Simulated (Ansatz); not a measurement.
Geometry optimisation, Ansatz 0.2.0, RKS PBE0-D4/def2-SVP.

The input (input.yaml):

```yaml
crystal:
  periodic: [false, false, false]
  atoms:
    - { symbol: Mg, position_ang: [-0.1749, -1.2114, -0.4573] }
    - { symbol: F, position_ang: [2.0348, -0.5133, -0.0831] }
    - { symbol: Cl, position_ang: [-0.4834, -1.8195, -2.4671] }
    - { symbol: H, position_ang: [-0.2818, 0.9285, 0.7137] }
    - { symbol: O, position_ang: [-1.1307, 0.174, 1.2768] }
    - { symbol: H, position_ang: [1.472, 0.5407, -0.0676] }
    - { symbol: F, position_ang: [0.5447, 1.3035, -0.0839] }
    - { symbol: H, position_ang: [-1.9808, 0.5976, 1.1684] }
basis:
  gaussian: { orbitals: def2-SVP }
hamiltonian:
  xc: pbe0
  dispersion: d4
relax:
  f_tol: 0.15
  max_steps: 25
  restrain:
    - { distance: [0, 4], at: 2.07, k: 30.0 }
    - { distance: [3, 6], at: 0.88, k: 30.0 }
    - { distance: [5, 1], at: 0.88, k: 30.0 }
    - { distance: [0, 1], at: 3.28, k: 30.0 }
    - { distance: [3, 4], at: 2.27, k: 30.0 }
    - { distance: [5, 6], at: 2.18, k: 30.0 }
output:
  orbitals: {}
```

Run as:

```bash
$ ansatz run input.yaml --threads 2 --pin off --max-ram 3072MiB --backend cpu --events-out ev --progress --plain --runs-dir out
```

Question: Where does it end, and by what steps?

Answer: The forces met the threshold. The restraints hold the end off the free minimum. After 20 steps the energy has risen by 0.066 eV (the restraints' own energy left out); H8 moved furthest, 1.00 Å. Joined: Mg1–F7 (2.64 → 2.14 Å), F2–H6 (1.19 → 0.91 Å), H4–F7 (1.21 → 0.92 Å).

```json
{"step": "0", "energy less start (eV)": "0.0000", "largest force component (eV/Å)": "2.941", "accepted": "yes"}
{"step": "1", "energy less start (eV)": "0.3147", "largest force component (eV/Å)": "2.737", "accepted": "yes"}
{"step": "2", "energy less start (eV)": "0.7286", "largest force component (eV/Å)": "4.557", "accepted": "yes"}
{"step": "3", "energy less start (eV)": "0.6914", "largest force component (eV/Å)": "2.722", "accepted": "yes"}
{"step": "4", "energy less start (eV)": "0.4753", "largest force component (eV/Å)": "1.850", "accepted": "yes"}
{"step": "5", "energy less start (eV)": "0.4575", "largest force component (eV/Å)": "1.805", "accepted": "no"}
{"step": "6", "energy less start (eV)": "0.4030", "largest force component (eV/Å)": "1.913", "accepted": "yes"}
{"step": "7", "energy less start (eV)": "0.3390", "largest force component (eV/Å)": "1.960", "accepted": "yes"}
{"step": "8", "energy less start (eV)": "0.2273", "largest force component (eV/Å)": "2.050", "accepted": "yes"}
{"step": "9", "energy less start (eV)": "0.1192", "largest force component (eV/Å)": "1.986", "accepted": "yes"}
{"step": "10", "energy less start (eV)": "0.1079", "largest force component (eV/Å)": "2.115", "accepted": "yes"}
{"step": "11", "energy less start (eV)": "0.0954", "largest force component (eV/Å)": "2.178", "accepted": "yes"}
{"step": "12", "energy less start (eV)": "0.1500", "largest force component (eV/Å)": "2.251", "accepted": "no"}
{"step": "13", "energy less start (eV)": "0.0860", "largest force component (eV/Å)": "2.136", "accepted": "yes"}
{"step": "14", "energy less start (eV)": "0.0831", "largest force component (eV/Å)": "1.918", "accepted": "no"}
{"step": "15", "energy less start (eV)": "0.0787", "largest force component (eV/Å)": "2.065", "accepted": "yes"}
{"step": "16", "energy less start (eV)": "0.0749", "largest force component (eV/Å)": "1.910", "accepted": "yes"}
{"step": "17", "energy less start (eV)": "0.0693", "largest force component (eV/Å)": "2.012", "accepted": "yes"}
{"step": "18", "energy less start (eV)": "0.0765", "largest force component (eV/Å)": "1.865", "accepted": "no"}
{"step": "19", "energy less start (eV)": "0.0680", "largest force component (eV/Å)": "1.881", "accepted": "yes"}
{"step": "20", "energy less start (eV)": "0.0660", "largest force component (eV/Å)": "1.946", "accepted": "yes"}
```

```xyz
8
Properties=species:S:1:pos:R:3
Mg -0.772 -0.628 -0.511
F 2.399 -0.524 0.287
Cl -0.526 -1.737 -2.402
H -0.010 1.566 0.342
O -1.494 0.102 1.203
H 2.311 0.247 -0.188
F 0.356 1.187 -0.414
H -2.265 -0.214 1.683
```

The run took 33 s on 2 threads of Intel(R) Xeon(R) Platinum 8488C (Sapphire Rapids), on a shared host, peak memory 0.21 GiB.
